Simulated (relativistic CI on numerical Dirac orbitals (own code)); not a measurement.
## What each ingredient does to the levels of Re⁸⁺

Base calculation: Dirac-Coulomb-Breit CI, separate exchange-only KLI orbitals for each configuration, model QED (radiative potential, 1s self-energy scaled to tabulated hydrogen-like ionisation energies), unscaled Slater integrals.

Configurations in the expansion (outside the closed core [Kr] 4d10): 4f14 5s2 5p5, 4f13 5s2 5p6, 4f14 5s 5p6, 4f14 5s2 5p4 5d, 4f13 5s2 5p5 5d, 4f14 5s 5p5 5d, 4f14 5s2 5p4 5f, 4f14 5s2 5p4 6s, 4f14 5s2 5p4 5g, 4f13 5s2 5p5 6s. Double excitations out of closed p, d and f shells are left out; levels of such configurations are missing from the list, as are those of other unlisted configurations, and high levels can miss mixing partners.

The lowest level and the first level of each name with at least 55 % of one term (blank where a level has no safe partner in the second run):

```csv
Level,Base (cm⁻¹),Shift (cm⁻¹)
4f14 5s2 5p5 2P°_3/2,0,0
4f13 5s2 5p6 2F°_7/2,56580,+2056
4f13 5s2 5p6 2F°_5/2,76012,+2056
4f14 5s2 5p5 2P°_1/2,100166,+6
4f14 5s 5p6 2S_1/2,337430,+1472
4f14 5s2 5p4 5d 4D_5/2,356623,+2359
4f14 5s2 5p4 5d 2P_1/2,361770,+2348
4f14 5s2 5p4 5d 4F_9/2,374058,+2385
4f13 5s2 5p5 5d 4D_7/2,408890,+4280
4f13 5s2 5p5 5d 4G_5/2,431070,
4f13 5s2 5p5 5d 4I_15/2,431896,+4286
4f13 5s2 5p5 5d 4F_9/2,433169,+4288
4f13 5s2 5p5 5d 4H_13/2,436307,+4286
```

At this charge configurations can still be misplaced by up to about 7 % of their energy. Levels and lines within the n = 5 or 6 shells can be off by up to 10 % or somewhat more, and those that change n by about 2 %, since core polarisation is missing. Levels that differ in their count of f electrons can be misplaced by several ten thousand cm⁻¹, since the correlation energy of f electrons is missing or only estimated; rates across such gaps can be off by orders of magnitude.

(1) One thing was changed in a second run, which moved the levels as shown. Which?
A. configuration mixing switched off
B. Breit term removed
C. P86 correlation estimate
D. QED terms removed
E. one mean potential for all configurations

Results:

(1) C. P86 correlation estimate. A correlation estimate moves all levels of a configuration together before mixing; mixed levels move by a weighted share.

LS names give the leading component of a level, which can be under half, so a name can repeat, a term be missing and a line seem to break the LS rules.
